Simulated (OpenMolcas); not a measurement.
Ce3+ among 6 point charges of -1 e arranged as a tetragonal octahedron (D4h). The axial distance is 0.9 times the equatorial one, R.

* Program: OpenMolcas
* Method: SS-CASPT2, IPEA 0.25 Eh, imaginary shift 0.1 Eh (closed shells correlated: 5s 5p)
* Basis: ANO-RCC-VDZP [7s6p4d2f1g]
* Scalar Hamiltonian: DKH2, point nucleus
* Active space: 1 electron in 7 orbitals (4f)
* State averaging: 2S+1 = 2 odd, 7 roots
* Spin-orbit coupling: RASSI with atomic mean-field integrals over the reference wave functions

All point charges move together. At R = 2.72 Å the width of the lowest J multiplet is 637 cm-1, and at R = 2.87 Å it is 519 cm-1.

Q: A third run gives 373 cm-1. What distance was it run at?

A: With a power law R^-n the two known points give n = -ln(519 / 637) / ln(2.87 / 2.72) = 3.82. Then R = 2.72 × (637 / 373)^(1/3.82) = 3.129 Å. The run was at 3.18 Å, so the estimate is off by -0.051 Å.

Point charges carry no covalency, so the field is a model and not that of real ligands. No measured value stands beside these numbers.
